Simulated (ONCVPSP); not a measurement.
## Building the ONCV potential for Zn (Z = 30) (PBEsol, scalar-relativistic).

Zn (Z = 30), optimised norm-conserving Vanderbilt (ONCV), made with ONCVPSP 4.0.1 (PBEsol, scalar-relativistic). Core [Ne], reference 3s2 3p6 3d10 4s1.5 4p0.5. Waves: 3s+4s: rc 1.20 bohr, ncon 4, nbas 7, qcut 9.6 1/bohr, 2 projectors; 3p+4p: rc 1.15 bohr, ncon 4, nbas 8, qcut 10.5 1/bohr, 2 projectors; 3d: rc 1.05 bohr, ncon 4, nbas 9, qcut 15.9 1/bohr, 2 projectors, debl 3.2 Ha. Local part: polynomial inside 0.95 bohr (lpopt 5, dvloc0 -1 Ha). Core correction: Teter function, fcfact 3.75, rcfact 1.35.

Poles of the logarithmic derivatives, all-electron (AE) and pseudo (PS). s: poles at -4.2 (AE) and -4.2 (PS) Ha. p: poles at -2.2 (AE) and -2.2 (PS) Ha. d: poles at 1.2 (AE) and 1.2 (PS) Ha. Test radii: s 1.22, p 1.17, d 1.07 bohr.

- Cutoffs needed: 95 Ha and 107 Ha (the cutoffs (Ha) at which the residual kinetic energy of the hardest occupied pseudo-wave falls to 1 and 0.1 mHa per electron)
- Ghost test: no bound ghost flagged; no localised positive-energy state flagged
- Configuration tests: 2 of 4 tests not solved or not reliable
- rms error of d²Exc/dni dnj: 2.40 mHa without and 1.05 mHa with the model core
